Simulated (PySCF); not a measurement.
**Electronic absorption of C5H10ClFO**

Species: C₅H₁₀ClFO.
SMILES: `CCO[C@@H](C)[C@@H](F)Cl`

Method used: TDDFT PBE0/def2-SVPD, vertical, gas phase, core orbitals frozen in the response (PySCF 2.14.0, density-fitted response routines). The structure is a single GFN2-xTB conformer in the gas phase; no vibrational or solvent corrections. Torsions of this conformer, `[CH3:1][CH2:2][O:3][C@@H:4]([CH3:5])[C@@H:6]([F:7])[Cl:8]`: C1–C2–O3–C4 -164°, C2–O3–C4–C5 162°, O3–C4–C6–F7 73°.

```json
{"state": "S1", "E (eV)": "6.99", "E (hartree)": "0.2567", "f": "0.036", "|μ| (D)": "1.17", "main configurations (H = HOMO, L = LUMO)": "H→L (92%)"}
{"state": "S2", "E (eV)": "7.47", "E (hartree)": "0.2744", "f": "0.0091", "|μ| (D)": "0.57", "main configurations (H = HOMO, L = LUMO)": "H→L+1 (89%)"}
{"state": "S3", "E (eV)": "7.75", "E (hartree)": "0.2847", "f": "0.011", "|μ| (D)": "0.62", "main configurations (H = HOMO, L = LUMO)": "H→L+2 (42%), H-1→L (28%), H→L+3 (20%)"}
{"state": "S4", "E (eV)": "7.81", "E (hartree)": "0.2868", "f": "0.031", "|μ| (D)": "1.02", "main configurations (H = HOMO, L = LUMO)": "H-1→L (44%), H→L+2 (35%)"}
{"state": "S5", "E (eV)": "7.91", "E (hartree)": "0.2905", "f": "0.0057", "|μ| (D)": "0.44", "main configurations (H = HOMO, L = LUMO)": "H→L+3 (62%), H-2→L (18%), H→L+2 (15%)"}
{"state": "S6", "E (eV)": "7.97", "E (hartree)": "0.2928", "f": "0.0047", "|μ| (D)": "0.40", "main configurations (H = HOMO, L = LUMO)": "H-2→L (69%), H→L+3 (13%)"}
```

Triplets, Tamm–Dancoff:

```tsv
state	E (eV)	λ (nm)	main configurations (H = HOMO, L = LUMO)
T1	6.52	190.3	H→L (74%), H-1→L (15%)
T2	7.07	175.5	H-1→L (42%), H-2→L (33%)
```

The lowest singlet comes at 177 nm (674 kJ/mol) in the vacuum ultraviolet; it is of moderate strength; its leading configuration is HOMO→LUMO (92%). The lowest level is also the most intense of those listed (f = 0.036). Löwdin shares by element: HOMO oxygen 50%, carbon 17% or more, chlorine 8% (atoms not listed hold the other 25%); LUMO chlorine 53%, carbon 23% or more (atoms not listed hold the other 24%). Of the 6 states listed, 3 reach f = 0.01 and none stays under 0.0005. Orbital energies (eV): HOMO-3 -9.38, HOMO-2 -9.19, HOMO-1 -8.94, HOMO -7.79, LUMO 0.42, LUMO+1 0.81, LUMO+2 1.11. The listed states span 0.98 eV, and the widest gap between neighbours is 0.48 eV (S1 to S2). No computed singlet lies in the visible range (380 to 750 nm); the lowest, at 177 nm, stands 3.72 eV above its violet end (3.26 eV). The window holds the lowest 6 singlets.

Without π bonds the low states may be Rydberg-like; a valence basis with one diffuse set may place them up to an eV too high.
